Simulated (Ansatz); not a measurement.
Ca₂O⁻. The state is a doublet with charge -1. Geometry PBE0-D4/def2-TZVP, that of the neutral singlet; atoms count from 1.

```xyz
3

Ca   -0.409   -0.493    1.582
Ca    0.513    1.083   -1.216
O    -0.104   -0.590   -0.367
```

The charge -1 doublet is spin-contaminated (final ⟨S²⟩ up to 0.90, 0.75 for a pure state). The highest occupied level of the charge -1 doublet lies above zero (up to 0.06 eV). Its loss leaves the charge 0 singlet, which lies 1.00 eV higher (vertical, at PBE0-D4/def2-TZVPD), but this difference is unsure: the singlet is doubtful (at the level of its geometry, restricted singlet, unstable towards broken spin symmetry). The structure comes from a short search, and lower isomers may exist.

Problem. Estimate the Mulliken populations from the PBE0/def2-TZVPD orbitals of Ansatz.

Solution. 
```json
{"atom": "Ca1", "charge (e)": "0.08", "spin (α − β)": "0.47"}
{"atom": "Ca2", "charge (e)": "0.08", "spin (α − β)": "0.47"}
{"atom": "O3", "charge (e)": "-1.15", "spin (α − β)": "0.07"}
```
Mulliken values and Mayer orders depend strongly on the basis. With diffuse functions, as here, like atoms can get unlike values, and bond orders can come out too low or too high.

Problem. Where does the spin sit?

Solution. Summed by element: Ca 0.93, O 0.07, of 1 unpaired in all. Largest on single atoms: Ca2 0.47, Ca1 0.47, O3 0.07.

Problem. And the Mayer bond orders between bonded heavy atoms (over 0.3)?

Solution. Ca1–Ca2 1.37 (3.34 Å); Ca1–O3 0.44 (1.98 Å); Ca2–O3 0.44 (1.97 Å).
